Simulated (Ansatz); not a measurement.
`FB[O][GeH3]` + `[OH][InH2]` → `FB[O][InH2]` + `[OH][GeH3]` at 400 K and 1 bar (ligand exchange at a B–O bond).

Gas-phase electronic energies from Ansatz, PBE0-D4/def2-TZVP geometries. CBS: MP2 limit from def2 TZ/QZ plus the TZ coupled-cluster correction, frozen cores. Elements past krypton have def2 core potentials. For Ge, In outer-core shells are correlated without core-valence functions, which leaves a few kJ/mol of doubt a bond. Scalar relativity is left out up to krypton. Each species was taken in one conformer, which may not be the lowest.

| species | CCSD(T)/CBS energy (Eh) | H − E (kJ/mol) | S (J/(mol·K)) |
| --- | --- | --- | --- |
| `FB[O][GeH3]` | -2278.39547 | 142.6 | 357.1 |
| `[OH][InH2]` | -266.78179 | 85.2 | 295.5 |
| `FB[O][InH2]` | -391.48685 | 111.3 | 360.6 |
| `[OH][GeH3]` | -2153.69723 | 116.2 | 291.7 |

H − E and S are ideal-gas, rigid-rotor, harmonic terms from PBE0-D4/def2-TZVP, for one conformer and one mirror image of each species. 1 Eh = 2625.50 kJ/mol, R = 8.31446 J/(mol·K).

Q: By hand: ΔE, ΔH, ΔS and ΔG.

A: ΔE = (-391.48685) + (-2153.69723) − (-2278.39547) − (-266.78179) = -0.00682 Eh = -17.9 kJ/mol. Δ(H − E) = 111.3 + 116.2 − 142.6 − 85.2 = -0.3, so ΔH = -18.2 kJ/mol. ΔS = 360.6 + 291.7 − 357.1 − 295.5 = -0.3 J/(mol·K). ΔG = -18.2 − 400 × (-0.3)/1000 = -18.1 kJ/mol.

Q: By hand: the equilibrium constant, and the temperature at which ΔG would vanish if ΔH and ΔS stayed fixed.

A: log₁₀ K = −ΔG/(RT ln 10) = 2.4. ΔG = 0 at ΔH/ΔS = 60667 K, far beyond where these terms or the molecules hold.

The number of gas molecules stays the same, so ΔS is small and ΔH decides. A doubt of 5 kJ/mol in ΔE shifts log₁₀ K by 0.7 here. Other conformers and mirror images would add mixing entropy, several J/(mol·K) or more a flexible species. These are equilibria of isolated gas molecules and say nothing of rates. Largest T1 diagnostic: 0.017 (customary marks: 0.02 for closed shells, 0.045 for open ones).
